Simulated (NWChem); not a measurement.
A series in which one site is exchanged, each optimised at PBE0/def2-SVP with NWChem, gas phase unless a solvent is named. For some, no frequency run checked for a minimum. def2 effective core potentials on In, I; no spin-orbit coupling.

A: [F][In]([F])[F] (InF$_{3}$; site = F)
B: [F][In]([F])[I] (InIF2; site = I)
C: [F][InH][F] (InHF$_{2}$; site = H)
D: [F][In]([F])[Br] (InBrF2; site = Br)

```json
[
 {"quantity": "dipole (D), PBE0/def2-SVP", "A": "0.00", "B": "[?]", "C": "3.41", "D": "1.45"},
 {"quantity": "static polarisability, CAM-B3LYP/def2-SVPD (bohr³)", "A": "29.4", "B": "[?]", "C": "32.2", "D": "52.6"},
 {"quantity": "lowest singlet excitation, CAM-B3LYP/def2-SVPD, TDA (eV)", "A": "6.24", "B": "[?]", "C": "6.93", "D": "4.70"}
]
```

What belongs in the gaps?


- dipole (D), PBE0/def2-SVP, B: 2.22
- static polarisability, CAM-B3LYP/def2-SVPD (bohr³), B: 66.4
- lowest singlet excitation, CAM-B3LYP/def2-SVPD, TDA (eV), B: 4.06
